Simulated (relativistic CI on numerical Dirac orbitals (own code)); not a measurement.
# Transition arrays of Ba¹⁰⁺

These numbers are calculated, not measured: Dirac-Coulomb-Breit CI, orbitals from a KLI potential per configuration, model QED (radiative potential, 1s self-energy scaled to tabulated hydrogen-like ionisation energies), valence Slater integrals scaled by 0.9, whole transition arrays (own radial code, finite nucleus).

CI space (outside the closed core [Kr]): 4d¹⁰, 4d⁹4f, 4d⁹5p, 4d⁹5f. Levels of other configurations are missing.

All E1 lines from the levels of 4d¹⁰; mean and standard deviation are weighted by gf, and upper levels are sorted by their leading configuration.

| Upper configuration | Lines | Σgf | Mean (eV) | Mean (nm) | σ (eV) | Strongest line (nm) |
| --- | --- | --- | --- | --- | --- | --- |
| 4d⁹4f | 3 | 11.3 | 124.20 | 9.983 | 2.50 | 9.962 |
| 4d⁹5p | 3 | 1.1 | 99.82 | 12.421 | 0.86 | 12.465 |
| 4d⁹5f | 3 | 0.6 | 163.77 | 7.571 | 1.31 | 7.551 |

Σgf per state of the lower configuration in bins of 0.2 nm over the central range (centre: value): 7.5: 0.55, 9.9: 11.13, 12.1: 0.17, 12.3: 0.11, 12.5: 0.94.

Question: How do configuration mixing and the scaling of the Slater integrals move the arrays?

Answer: Slater scale 0.9, no configuration mixing: 4d⁹4f 126.4 ± 1.2 eV (Σgf 11.7), 4d⁹5p 99.8 ± 0.8 eV (Σgf 1.3), 4d⁹5f 161.3 ± 1.5 eV (Σgf 0.0); Slater scale 1: 4d⁹4f 126.8 ± 3.2 eV (Σgf 11.5), 4d⁹5p 99.9 ± 0.9 eV (Σgf 1.1), 4d⁹5f 164.1 ± 1.3 eV (Σgf 0.7); Slater scale 0.8: 4d⁹4f 121.5 ± 2.0 eV (Σgf 11.0), 4d⁹5p 99.7 ± 0.8 eV (Σgf 1.1), 4d⁹5f 163.4 ± 1.3 eV (Σgf 0.5). With mixing, levels are counted to their leading configuration, so an array can shrink or vanish into another, and the sums then hold other lines.
